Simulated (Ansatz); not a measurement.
`[SiH3][CH]1[CH2][GaH]1` + `COB(F)OC` → `COB(F)O[SiH3]` + `C[CH]1[CH2][GaH]1`  (redistribution)

Calculated with Ansatz (gas phase, PBE0-D4/def2-TZVP geometries, no zero-point term in ΔE). CCSD(T)/CBS adds triple-zeta CCSD(T) − MP2 to the extrapolated MP2 energy (def2 sets, frozen cores). For Ga outer-core shells are correlated without core-valence functions, which leaves a few kJ/mol of doubt a bond. Scalar relativity is left out up to krypton. Each species was taken in one conformer, which may not be the lowest.

| species | SCS-MP2/def2-QZVPP energy (Eh) |
| --- | --- |
| `[SiH3][CH]1[CH2][GaH]1` | -2292.95469 |
| `COB(F)OC` | -354.64417 |
| `COB(F)O[SiH3]` | -605.72150 |
| `C[CH]1[CH2][GaH]1` | -2041.91758 |

Question: Work out ΔE.

Answer: ΔE = (-605.72150) + (-2041.91758) − (-2292.95469) − (-354.64417) = -0.04022 Eh = -105.6 kJ/mol. CCSD(T)/CBS gives -84.7 kJ/mol.

Largest T1 diagnostic among the species: 0.017.

The D4 term adds +6.6 kJ/mol with B3LYP and +3.2 kJ/mol with PBE0; it sums over pairs of atoms, weighted by their polarisabilities, and B3LYP, whose exchange is more repulsive, gets the larger term. From PBE to PBE0 (25 % exact exchange), in def2-TZVPP and without D4, ΔE moves by −20.3 kJ/mol.

B3LYP here is the variant with VWN-RPA as its local correlation; programs differ in this.
